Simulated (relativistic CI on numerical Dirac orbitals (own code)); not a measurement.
## Calculated levels, Ba³⁹⁺

Method of calculation: Dirac-Coulomb-Breit CI, KLI orbitals optimised for each configuration, model QED (radiative potential, 1s self-energy scaled to tabulated hydrogen-like ionisation energies), unscaled Slater integrals (own radial code, finite nucleus).

CI space (outside the closed core [Ne]): 3s2 3p5, 3s 3p6, 3s2 3p4 3d, 3s 3p5 3d, 3p6 3d, 3s 3p4 3d2, 3s2 3p3 3d 4p, 3p6 4s, 3s 3p4 3d 4s, 3s2 3p4 4s, 3p6 4p, 3s2 3p4 4p, 3s2 3p4 4d, 3p5 3d 4p, 3s 3p5 4s, 3s2 3p4 4f, 3s 3p5 4p, 3s 3p5 4d, 3s 3p5 4f, 3s2 3p4 5s, 3s2 3p4 5p, 3s2 3p3 4s 4p, 3s2 3p4 5d, 3s2 3p4 5f, 3s2 3p4 5g, 3s 3p4 4s2, 3s 3p5 5s, 3s 3p5 5p, 3s2 3p3 3d2, 3s2 3p2 3d3, 3s 3p3 3d3, 3s2 3p2 3d2 4s, 3s2 3p2 3d2 4p, 3s2 3p2 3d2 4d, 3p5 3d2, 3p4 3d3, 3p4 3d2 4s, 3p4 3d2 4p, 3p4 3d2 4d, 3s2 3p3 3d 4s, 3s 3p3 3d2 4s, 3s2 3p2 3d 4s2, 3s2 3p2 3d 4s 4p, 3s2 3p2 3d 4s 4d, 3p5 3d 4s, 3p4 3d 4s2, 3p4 3d 4s 4p, 3p4 3d 4s 4d, 3s2 3p3 4s2, 3s 3p3 3d 4s2, 3s2 3p2 4s2 4p, 3s2 3p2 4s2 4d, 3s2 3p3 4p2, 3s2 3p2 3d 4p2, 3s 3p3 3d 4p2, 3s2 3p2 4s 4p2, 3s2 3p2 4p3, 3s2 3p2 4p2 4d. Double excitations out of closed p, d and f shells are left out; levels of such configurations are missing from the list, as are those of other unlisted configurations, and high levels can miss mixing partners. These lack a partner that the ground configuration has and come out too high: 3s2 3p4 4f, 3s 3p5 4p, 3s 3p5 4d, 3s 3p5 4f, 3s2 3p4 5s.

The lowest level is 3s2 3p5 2P°_3/2, with 98 % of that term; Hund's rules for 3s2 3p5 give 2P° with J = 3/2, in agreement.

| No. | Configuration | Term | J | E (cm⁻¹) | % | Next component (%) | Lifetime (s) |
| --- | --- | --- | --- | --- | --- | --- | --- |
| 1 | 3s2 3p5 | 2P° | 3/2 | 0 | 98 | 1 3s2 3p3 3d2 2P° |  |
| 2 | 3s2 3p5 | 2P° | 1/2 | 742563 | 98 | 1 3s2 3p3 3d2 2P° | 1.37e-07 |
| 3 | 3s2 3p4 3d | 4D | 3/2 | 1322455 | 40 | 32 2D | 1.13e-09 |
| 4 | 3s2 3p4 3d | 4D | 5/2 | 1344088 | 49 | 18 2D | 5.14e-09 |
| 5 | 3s2 3p4 3d | 4P | 1/2 | 1348594 | 43 | 26 2P | 4.05e-10 |
| 6 | 3s2 3p4 3d | 4F | 7/2 | 1382052 | 34 | 27 2F | 1.45e-03 |
| 7 | 3s2 3p4 3d | 2D | 3/2 | 1479994 | 56 | 19 4F | 7.69e-09 |
| 8 | 3s2 3p4 3d | 2P | 1/2 | 1499682 | 44 | 25 2S | 1.14e-09 |
| 9 | 3s2 3p4 3d | 2F | 7/2 | 1502014 | 47 | 42 4D | 2.33e-05 |
| 10 | 3s2 3p4 3d | 4F | 9/2 | 1519483 | 70 | 29 2G | 3.22e-05 |
| 11 | 3s2 3p4 3d | 2D | 5/2 | 1676442 | 50 | 24 4P | 4.68e-09 |
| 12 | 3s2 3p4 3d | 2D | 3/2 | 1706407 | 37 | 26 2P | 7.17e-12 |
| 13 | 3s2 3p4 3d | 2D | 5/2 | 1725255 | 35 | 26 2F | 5.53e-12 |
| 14 | 3s 3p6 | 2S | 1/2 | 1816375 | 55 | 28 3s2 3p4 3d 4P | 4.27e-12 |
| 15 | 3s2 3p4 3d | 4D | 1/2 | 1999643 | 76 | 17 2P | 1.98e-10 |
| 16 | 3s2 3p4 3d | 4D | 3/2 | 2059555 | 35 | 24 4F | 6.78e-09 |
| 17 | 3s2 3p4 3d | 4F | 5/2 | 2121404 | 41 | 37 2F | 3.85e-11 |
| 18 | 3s2 3p4 3d | 2G | 7/2 | 2128659 | 60 | 24 2F | 2.82e-07 |
| 19 | 3s2 3p4 3d | 4F | 7/2 | 2210803 | 40 | 38 4D | 1.49e-07 |
| 20 | 3s2 3p4 3d | 2P | 3/2 | 2257134 | 49 | 29 4P | 5.53e-11 |
| 21 | 3s2 3p4 3d | 2F | 5/2 | 2285195 | 47 | 22 4P | 6.03e-10 |
| 22 | 3s2 3p4 3d | 2G | 9/2 | 2287337 | 70 | 29 4F | 2.59e-07 |
| 23 | 3s2 3p4 3d | 2D | 5/2 | 2321380 | 60 | 24 4P | 3.43e-12 |
| 24 | 3s2 3p4 3d | 2P | 3/2 | 2334087 | 60 | 15 2D | 1.34e-12 |
| 25 | 3s2 3p4 3d | 2D | 5/2 | 2341634 | 55 | 37 2F | 1.77e-12 |
| 26 | 3s2 3p4 3d | 2S | 1/2 | 2351362 | 40 | 23 2P | 7.47e-13 |
| 27 | 3s2 3p4 3d | 2F | 7/2 | 2380385 | 79 | 10 4F | 2.08e-07 |
| 28 | 3s2 3p4 3d | 2D | 3/2 | 2511379 | 71 | 13 4F | 3.23e-12 |
| 29 | 3s2 3p4 3d | 2P | 1/2 | 2594714 | 73 | 21 2S | 1.65e-12 |
| 30 | 3s2 3p3 3d2 | 4F° | 3/2 | 2716822 | 28 | 21 2D° | 2.28e-10 |

Energies count from the lowest computed level; ° marks odd parity; lifetimes are radiative, by E1, M1, E2, M2, E3 decay to levels of this space only.

The mean weight of the leading LS term, summed over parents, in these 30 levels is 55 %, and that of the leading jj configuration (from the same eigenvectors) 88 %, so jj coupling describes them better and the LS labels are nominal.

At this charge energies of transitions that change n are usually good to better than 1 %, and those within a shell (Δn = 0) to a few per cent.

LS names give the leading component of a level, which can be under half, so a name can repeat, a term be missing and a line seem to break the LS rules.
